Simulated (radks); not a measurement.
Q: Tm47+, 22 electrons, occupied as [Ar] 3d4. All-electron calculation, scalar-relativistic Kohn-Sham, PBE, spin-polarised, spherical densities, finite nucleus; open shells are filled with parallel spins first (spin-orbit coupling, left out, can overturn this in heavy ions); Fermi nuclear charge, rms radius 5.2256 fm. Program: a radial shooting solver on a logarithmic mesh with Libxc functionals. Some entries of the table are withheld. Estimate them.

| orbital | occ. | eigenvalue (hartree) | <1/r> (bohr^-1) |
|---|---|---|---|
| 1s up | 1 | -2282.872 | 79.07 |
| 1s down | 1 | -2282.865 | 79.07 |
| 2s up | 1 | -469.9569 | 18.52 |
| 2s down | 1 | -469.2529 | 18.55 |
| 2p up | 3 | -427.4291 | 17.05 |
| 2p down | 3 | -426.8803 | 17.07 |
| 3s up | 1 | -173.5534 | 7.239 |
| 3s down | 1 | -172.7801 | 7.214 |
| 3p up | 3 | (1) | 6.791 |
| 3p down | 3 | (2) | 6.767 |
| 3d up | 4 | -146.9112 | 6.449 |
| 3d down | 0 | -145.9002 | 6.433 |
| 4s up | 0 | -88.52236 | (3) |
| 4s down | 0 | -88.24904 | (4) |
| 4p up | 0 | -83.40996 | 3.526 |
| 4p down | 0 | -83.13445 | 3.516 |

A: 
(1) 3p up eigenvalue (hartree): -160.7019
(2) 3p down eigenvalue (hartree): -159.9083
(3) 4s up <1/r> (bohr^-1): 3.709
(4) 4s down <1/r> (bohr^-1): 3.698
